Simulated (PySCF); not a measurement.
Compound: C₆H₁₀N (doublet state).
SMILES with atom numbers: `[H]/[N:6]=[C:5]/[C@@H:4]1[CH2:3][C@H:2]([CH3:1])[CH2:7]1` (hydrogens: H8, H9, H10 on C1; H11 on C2; H12, H13 on C3; H14 on C4; H15 on N6; H16, H17 on C7)

Cartesian coordinates in Å at the GFN2-xTB level; atoms count from 1:
```
atom  x, y, z in Å
C1    -2.007    0.715    0.194
C2    -1.032   -0.444    0.097
C3     0.193   -0.233   -0.805
C4     1.109   -0.725    0.351
C5     2.250    0.084    0.758
N6     2.701    1.125    0.260
C7    -0.104   -0.657    1.307
H8    -2.753    0.523    0.963
H9    -1.480    1.633    0.444
H10   -2.520    0.859   -0.755
H11   -1.572   -1.358   -0.161
H12    0.235   -0.824   -1.717
H13    0.375    0.812   -1.041
H14    1.446   -1.753    0.200
H15    3.502    1.586    0.679
H16   -0.064    0.215    1.958
H17   -0.286   -1.544    1.909
```

The hyperfine couplings belong to this conformer and change with its torsions.

Method used: PySCF 2.14.0, UKS B3LYP, pcH-1 on C H N, non-relativistic, mean-field spin-orbit, GIAO. One conformer (not necessarily the lowest) at the GFN2-xTB geometry, without solvent, vibrations or thermal averaging. The geometry wasn't refined by DFT: couplings that depend on bond lengths, twists or pyramidal angles can differ widely from those at the functional's own minimum. Stability of the SCF solution: not tested.

Problem. Match the computed a_iso(13C) values +223.5, +76.2, +19.3, -2.4, +2.3 MHz (means over equivalent nuclei) with the sites C1; C2; C3/C7; C4; C5.

Solution. 
```csv
site,a_iso (MHz),ρ(0) (bohr⁻³),position,distance from C5 (Å),spin population,largest |T| (MHz)
C1,+2.3,+0.0021,4 bonds from C5,4.34,0.00,0.7
C2,-2.4,-0.0022,3 bonds from C5,3.39,0.00,0.9
C3/C7,+19.3,+0.0171,2 bonds from C5,2.57,+0.04,7.5
C4,+76.2,+0.0677,1 bond from C5,1.46,0.00,16.6
C5,+223.5,+0.1988,largest spin population,0.00,+0.72,116.2
```

ρ(0) is the spin density at the nucleus and T the dipolar tensor; entries for several nuclei are means. The Mulliken spin populations are largest on C5 (+0.72), N6 (+0.15) and C3 (+0.07).

Class means assume fast exchange of nuclei equivalent by connectivity; if that motion is slow, each nucleus keeps its own coupling. The 13C value of +19.3 MHz is a mean of couplings from 10.4 to 28.1 MHz in this one geometry, not an average over conformers.
